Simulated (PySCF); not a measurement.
All values below come from PBE-D3(BJ)/def2-TZVP // PBE0-D3(BJ)/def2-TZVP run with PySCF. Isolated molecules, 0 K electronic values unless said otherwise. One relaxed conformer stands for a flexible species; it need not be the lowest. Delta-SCF ions had no search for a lower state. Excitations are Tamm–Dancoff values on a coarser integration grid. The basis has no diffuse functions, so Rydberg states are missing or too high.

Reference species (SMILES): `C#CC=C=C` (neutral, multiplicity 1).

- LUMO = -1.68 eV
- vertical ionisation energy (Delta-SCF) = 8.97 eV
- S1–T1 gap (TDA) = 1.35 eV
- HOMO–LUMO gap = 4.30 eV

Changed species: `C=C=CNC` (X = methylamino; the reference has X = ethynyl).

Problem. Give the shifts of the LUMO, vertical ionisation energy (Delta-SCF), S1–T1 gap (TDA) and HOMO–LUMO gap.

Solution. the LUMO goes up by 0.89 eV, to -0.79 eV; the vertical ionisation energy (Delta-SCF) drops by 1.28 eV, to 7.69 eV; the S1–T1 gap (TDA) drops by 1.01 eV, to 0.34 eV; the HOMO–LUMO gap falls by 0.46 eV, to 3.84 eV.
